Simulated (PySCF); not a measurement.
Optical rotation: `InChI=1S/C4H9FS2Si/c1-4-3-6-8(2,5)7-4/h4H,3H2,1-2H3/t4-,8+/m1/s1`

Geometry:
```
atom   x (Å)   y (Å)   z (Å)
  C1  -2.630   0.643   0.220
  C2  -1.227   0.192  -0.146
  C3  -1.019  -1.278   0.158
  S4   0.651  -1.836  -0.326
 Si5   1.648  -0.123   0.492
  C6   3.063   0.508  -0.579
  F7   2.257  -0.486   1.947
  S8  -0.003   1.202   0.802
  H9  -3.363   0.087  -0.360
 H10  -2.815   0.478   1.278
 H11  -2.746   1.703   0.011
 H12  -1.029   0.385  -1.204
 H13  -1.719  -1.887  -0.413
 H14  -1.152  -1.480   1.222
 H15   3.831  -0.254  -0.667
 H16   3.512   1.386  -0.126
 H17   2.735   0.773  -1.580
```

Computed with TDDFT wB97X-D/def2-SVPD circular dichroism and optical rotation, one conformer, gas phase (PySCF). Geometry: GFN2-xTB.

Stereocentres: C2 R, Si5 S.

**Question.** What is the specific rotation at 633, 589.3, 546, 436, 405, 365, 355 nm?

**Answer.** [α] in deg dm⁻¹ (g/mL)⁻¹:
| λ (nm) | origin-invariant length gauge | modified velocity gauge | length gauge (centre of mass) | isotropic polarisability (au) |
| --- | --- | --- | --- | --- |
| 633 | +11.2 | -10.9 | +11.8 | 111.2 |
| 589.3 | +13.0 | -12.7 | +13.6 | 111.7 |
| 546 | +15.2 | -15.1 | +16.0 | 112.2 |
| 436 | +24.7 | -25.1 | +25.9 | 114.5 |
| 405 | +29.0 | -29.8 | +30.5 | 115.5 |
| 365 | +36.9 | -37.8 | +38.8 | 117.3 |
| 355 | +39.4 | -40.2 | +41.5 | 117.9 |

Where the gauges differ in sign the basis doesn't settle the rotation.

The first excitation lies at 5.42 eV (229 nm) with R = -2.2 × 10⁻⁴⁰ esu² cm² (velocity form).
